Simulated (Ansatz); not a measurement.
Reading a saddle point

A first-order saddle point of BH₃BrClO₂, closed shell, PBE0-D4/def2-TZVP, with one imaginary mode of 665i cm⁻¹:

B1  (-0.071, -0.482, 0.100)
Cl2  (0.626, 0.616, -1.602)
O3  (0.929, -1.173, 0.666)
O4  (-1.279, -1.015, -0.137)
H5  (0.279, 1.553, -0.460)
Br6  (-0.305, 1.611, 1.158)
H7  (1.742, -0.686, 0.808)
H8  (-1.922, -0.425, -0.533)
(Å)

Program: Ansatz 0.2.0. Basis: def2-TZVPP and def2-QZVPP. Cores are frozen in the correlated methods. Filled d shells of the heavier atoms are correlated. The def2 sets are not built for correlating such inner shells, so the correlated values are less sure here. Extrapolation: Hartree–Fock as exp(−7.88 √X), correlation as X^−2.97.

Problem. Which contacts change along the imaginary mode, and what lies on either side? (Judge from chemistry; the calculation decides.)

Solution. The calculation gives: The step is BH₂ClO₂ ([OH][B]([OH])[Cl]) + HBr → BH₂BrO₂ ([OH][B]([OH])[Br]) + HCl, with the molecules in contact on both sides. Shortening one way: B1–Br6, Cl2–H5; lengthening the same way: B1–Cl2, H5–Br6.
```tsv
pair	one side (Å)	saddle (Å)	other side (Å)
B1–Br6	4.14	2.36	1.97
Cl2–H5	2.51	1.52	1.29
B1–Cl2	1.80	2.14	4.03
H5–Br6	1.43	1.72	2.57
```

Problem. Which side is lower, and how far does the saddle lie above each? (An estimate is asked for; the value comes from the calculation.)

Solution. Computed: The side with B1–Cl2, H5–Br6 short is lower by 5.5 kJ/mol; the saddle lies 131.0 kJ/mol above it and 125.5 kJ/mol above the other (CCSD(T) at an estimated basis limit (MP2 extrapolated from triple and quadruple zeta, plus CCSD(T) − MP2 in triple zeta); electronic energies).

The T1 diagnostic stays at or below 0.011.

Labels in which every atom is bracketed show which atoms are joined, not bond orders.

For scale, one of the runs: CCSD(T)/def2-TZVPP, 225 basis functions, launched by `ansatz run in.yaml --threads 8 --pin off --events-out ev --progress --plain --max-ram 19148MiB`. Time: 20 s of wall clock on 8 CPU threads of an Intel Xeon 6975P-C; the host was shared. Peak host memory: 4.2 GiB.
